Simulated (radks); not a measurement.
Question: Species: Pt4+. Configuration: [Xe] 4f14 5d6 (the NIST ground configuration). Calculated with a radial shooting solver on a logarithmic mesh with Libxc functionals: Dirac Kohn-Sham, RPBE, spin-unpolarised, spherical densities, finite nucleus; open shells are shared between the two j in proportion to 2j + 1; Fermi nuclear charge, rms radius 5.427 fm.

Spin-orbit splittings of the eigenvalues, e(l+1/2) - e(l-1/2), with zeta = 2 splitting/(2l+1) and mean radii in bohr:

| shell | occ. | splitting (eV) | zeta (eV) | <r> j=l-1/2 | <r> j=l+1/2 |
|---|---|---|---|---|---|
| 2p | 6 | 1729 | 1152 | 0.05907 | 0.06749 |
| 3p | 6 | 380.0 | 253.4 | 0.1768 | 0.1923 |
| 3d | 10 | 81.92 | 32.77 | 0.1676 | 0.1723 |
| 4p | 6 | 90.49 | 60.32 | 0.4179 | 0.4517 |
| 4d | 10 | 16.83 | 6.733 | 0.4616 | 0.4728 |
| 4f | 14 | ? | ? | 0.5115 | 0.5187 |
| 5p | 6 | 15.41 | 10.27 | 1.021 | 1.111 |
| 5d | 6 | 1.788 | 0.7152 | 1.408 | 1.446 |

Estimate the 4f splitting.

Answer: 3.461 eV (zeta = 0.9887 eV).
